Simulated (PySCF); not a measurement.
**Dipole response of V (vanadium, neutral)**

[Ar] 3d4 4s1, high-spin 6D determinant (an excited configuration). All numbers are calculated (PySCF 2.14, no relativity, point nucleus, in aug-cc-pwCVTZ). Coupled (time-dependent) response in atomic units; α is the mean over directions.

```
method  mean α (bohr³)         α xx, yy, zz  C₆ (like pair)  S(−4)
M06-2X           110.3  109.7, 109.7, 111.5            1073   9590
```

S(−4) is the Cauchy moment in α(ω) = α(0) + S(−4) ω² + …

α(iu) at M06-2X:

| u (hartree) | α(iu) (bohr³) |
| --- | --- |
| 0 | 110.3 |
| 0.0500 | 91.01 |
| 0.100 | 61.07 |
| 0.200 | 29.15 |
| 0.300 | 17.51 |
| 0.500 | 9.222 |
| 0.750 | 5.571 |
| 1.00 | 3.887 |
| 1.50 | 2.308 |
| 2.00 | 1.561 |
| 3.00 | 0.8622 |
| 5.00 | 0.3836 |

A single London oscillator, α(iu) = α/(1 + u²/ω²), gives C₆ = (3/4) ω α². Matching the computed C₆ needs ω = 4 × 1073 / (3 × 110.3²) = 0.118 hartree.

The components differ because the open shell of this determinant is not spherical; for a pure term their mean is the scalar polarisability.
